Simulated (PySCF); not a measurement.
## H2FSi, SMILES `F[SiH2]` (charge 0, multiplicity 2)

Computed with TPSSh-D3(BJ)/def2-TZVP // CAM-B3LYP-D3(BJ)/def2-TZVP run with PySCF 2.14.0.

The highest occupied spin orbital is -6.01 eV. The dipole moment comes out as 1.15 D. The total energy is -390.6074 Ha. The cost is around 90 core-seconds (rough).

```xyz
4

F      1.4422    -0.2637    -0.1164
Si    -0.0551     0.0074     0.3888
H     -0.9146    -1.0773    -0.1444
H     -0.4725     1.3336    -0.1280
```
Charge 0, spin multiplicity 2.
